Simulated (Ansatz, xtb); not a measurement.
Stretching the C1–N2 bond in CH3N (SMILES C=N) (multiplicity 1 held, fragments rigid). Energies count from the point at 1.263 Å.
Geometry at that point (charge 0, multiplicity 1):
```xyz
5

C     -0.5574     0.1786     0.0105
N      0.6030    -0.3199    -0.0120
H     -1.4180    -0.4908     0.0213
H     -0.7786     1.2508     0.0202
H      1.3198     0.4081    -0.0201
```

R- and RO- levels are restricted; in cc, def2 and unpolarised 6-31G sets they are followed outwards from rest. U- levels take the lowest unrestricted solution at each point, which mixes spins at long bonds. Left out are points that failed, MP2 points that dive below the minimum, coupled-cluster points behind a jump of the amplitudes or a sharp parting from full CI or MRCI, small-basis points behind a change of solution, and semi-empirical points at long bonds. Curves can end on different states.

Correlated levels freeze the cores.

The values were computed with Ansatz (a quantum-chemistry and plane-wave program); xtb for the GFN methods.  The GFN methods have no spin term and hold the electronic entropy of 300 K.

Energies in kcal/mol.

```
R (Å)  GFN2-xTB  R-MP2/cc-pVDZ  U-CCSD/cc-pVDZ  U-CCSD(T)/cc-pVDZ
-----  --------  -------------  --------------  -----------------
1.011      90.4          109.7           109.6              111.3
1.137      15.1           23.3            23.1               24.0
1.263       0.0            0.0             0.0                0.0
1.389      12.5            6.9             8.2                7.2
1.516      36.7           26.7            29.9               27.8
1.705      78.6           63.5            67.7               65.7
1.895     117.8          119.1           100.0               99.3
2.211     169.2          203.5           133.4              134.8
2.526     203.0          223.4           145.2              148.7
2.905     223.0          231.3           148.3              152.6
3.411     227.1          234.8           149.2              153.7
4.042  left out          236.1           149.6              154.0
```

Doubts at one or more of the structures used: a restricted determinant that unrestricted orbitals would lower (R-MP2/cc-pVDZ); a spin-contaminated determinant (U-CCSD/cc-pVDZ, U-CCSD(T)/cc-pVDZ); T1 above 0.05 (U-CCSD/cc-pVDZ, U-CCSD(T)/cc-pVDZ); the program's own flag: large difference (U-CCSD/cc-pVDZ, U-CCSD(T)/cc-pVDZ).
